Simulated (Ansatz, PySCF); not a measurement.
Species: AsF2, charge 0, doublet. AsF2 (SMILES F[As]F, doublet).
B3LYP-D3(BJ)/def2-TZVP minimum from Ansatz (an electronic-structure program):
```
As
F 1 1.7444
F 1 1.7444 2 96.75
```
Charge 0, spin multiplicity 2.

Atomisation energy term by term, kcal/mol (programs: Ansatz). UHF or UKS for unpaired electrons; spin-orbit terms are left out. Correlated methods leave the cores frozen (noble-gas shells, and filled d and f shells in the p block). No relativity. CBS(X,Y): correlation extrapolated as X^-3, Hartree-Fock from the larger set (Q,5: extrapolated as (X+1)exp(-9√X)). A bracket is a step between two methods taken in the basis named.

```json
[
 {"term": "Hartree-Fock", "basis": "CBS(cc-pVQZ,cc-pV5Z)", "kcal/mol": "116.40"},
 {"term": "CCSD correlation", "basis": "CBS(cc-pVQZ,cc-pV5Z)", "kcal/mol": "82.20"},
 {"term": "(T)", "basis": "CBS(cc-pVQZ,cc-pV5Z)", "kcal/mol": "8.18"},
 {"term": "CCSDT(Q) - CCSD(T)", "basis": "cc-pVTZ", "kcal/mol": "0.26"},
 {"term": "minus zero-point energy", "basis": "Hessian by PySCF at B3LYP-D3(BJ)/def2-TZVP", "kcal/mol": "-2.32"},
 {"term": "sum: D0", "basis": "", "kcal/mol": "204.7"}
]
```

The step beyond CCSD(T) by other levels: CCSDT(Q) in cc-pVDZ 0.90 kcal/mol.
